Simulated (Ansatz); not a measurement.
Molecule: sum formula AlNH$_{2}$F$_{2}$ (charge 0, singlet). 
Geometry from a B3LYP-D3(BJ)/def2-TZVP (Ansatz, a program for electronic structure) optimisation:
```
Al
F 1 1.6453
F 1 1.6453 2 118.59
N 1 1.7487 2 120.70 3 -180.00
H 4 1.0070 1 124.49 2 0.00
H 4 1.0070 5 111.03 1 180.00
```

Property: vertical triplet-singlet gap (E(triplet) - E(singlet); each state is the SCF solution reached for its spin), in kJ/mol. Cores are frozen in the correlated levels unless marked. UHF or UKS for open shells. No spin-orbit coupling. No relativistic terms. CBS(X,Y): correlation extrapolated as X^-3; Hartree-Fock from the larger set.

```
level                                        program  vertical triplet-singlet gap (kJ/mol)
-------------------------------------------  -------  -------------------------------------
r2SCAN/def2-TZVPD                             Ansatz                                  517.6
BHLYP/def2-TZVPD                              Ansatz                                  521.5
CAM-B3LYP/def2-TZVPD                          Ansatz                                  536.7
wB97M-V/def2-TZVPD                            Ansatz                                  551.1
RI-MP2/aug-cc-pV(Q+d)Z                        Ansatz                                  570.9
RI-MP2/CBS(aug-cc-pV(T+d)Z,aug-cc-pV(Q+d)Z)   Ansatz                                  574.5
```

### Question
Estimate the value at CCSD(T)/CBS(aug-cc-pV(T+d)Z,aug-cc-pV(Q+d)Z) as computed with Ansatz.

### Answer
552.9 kJ/mol, so RI-MP2/CBS(aug-cc-pV(T+d)Z,aug-cc-pV(Q+d)Z) differs from it by 21.6 kJ/mol.
